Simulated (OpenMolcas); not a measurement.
**Yb3+: moving or changing the point charges**

Yb3+ among 6 point charges of -2 e arranged as a tetragonal octahedron (D4h), 2.6 Å from the ion, with the axial distance 3.120 Å.
```
   2.6000    0.0000    0.0000  -2.00
   0.0000    2.6000    0.0000  -2.00
  -2.6000    0.0000    0.0000  -2.00
   0.0000   -2.6000    0.0000  -2.00
   0.0000    0.0000    3.1200  -2.00
   0.0000    0.0000   -3.1200  -2.00
```

| Quantity | Value |
| --- | --- |
| Program | OpenMolcas 26.06 |
| Method | CASSCF |
| Basis | ANO-RCC-VTZP [8s7p5d3f2g1h] |
| Scalar Hamiltonian | DKH2, point nucleus |
| Active space | 13 electrons in 7 orbitals (4f) |
| State averaging | 2S+1 = 2 odd, 7 roots |
| Spin-orbit coupling | state interaction with AMFI integrals over the reference wave functions |

Runs around this geometry, states (labels of D4, the rotations of D4h). Energies in cm-1 above the lowest state or level, χT in cm3 K/mol.

```tsv
R (Å)	q (e)	Ground state	First state of that spin	First gap with spin-orbit (degeneracies)	Width of lowest J	χT at 300 K
2.6	-1	2E	2B2 319.0	304.1 (2, 2)	503	2.490
2.6	-2	2E	2B2 634.2	601.3 (2, 2)	1000	2.347
2.89	-2	2E	2B2 454.1	428.9 (2, 2)	731	2.428
3.09	-2	2E	2B2 368.2	346.3 (2, 2)	599	2.469
```

Taking the width of the lowest J multiplet as R^-n, n = -ln(599 / 1000) / ln(3.09 / 2.6) = 3.0 between the shortest and longest distance.

Scaling the charges by -1 / -2 = 0.50 scales the width of the lowest J multiplet by 503 / 1000 = 0.50; with fixed orbitals a first-order splitting would follow the charge.

This is an electrostatic model: the charges have no orbitals. No measured value stands beside these numbers.
